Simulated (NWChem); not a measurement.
Species: C$_{3}$H$_{2}$F$_{3}$O, doublet; SMILES [CH]=C(O)C(F)(F)F

```xyz
9

C      1.3348    -1.5271     0.0083
C      0.1454    -0.9559    -0.0006
O     -1.0564    -1.5621    -0.0110
C     -0.0190     0.5517     0.0009
F     -0.6888     0.9559    -1.0764
F     -0.6981     0.9527     1.0737
F      1.1633     1.1626     0.0070
H      2.3829    -1.2484     0.0169
H     -0.9213    -2.5176    -0.0113
```
Atoms are numbered in this order, from 1.

Computed with NWChem. Pople sets run with spherical d functions. Spin-unrestricted. Coordinates come from a PBE0/def2-SVP, spin-unrestricted optimisation. No frequency run checked for a minimum. No stability test was run on the SCF state. Vzz is the largest principal value of the second derivative of the potential at the nucleus (NWChem prints the opposite sign); η is the asymmetry. Non-relativistic.

For level CAM-B3LYP/6-31G*:

```yaml
Vzz O3 (a.u.): 1.635
```

Task: Estimate the same quantities for level CAM-B3LYP/def2-SVP.

Result: Vzz O3 (a.u.): 1.689
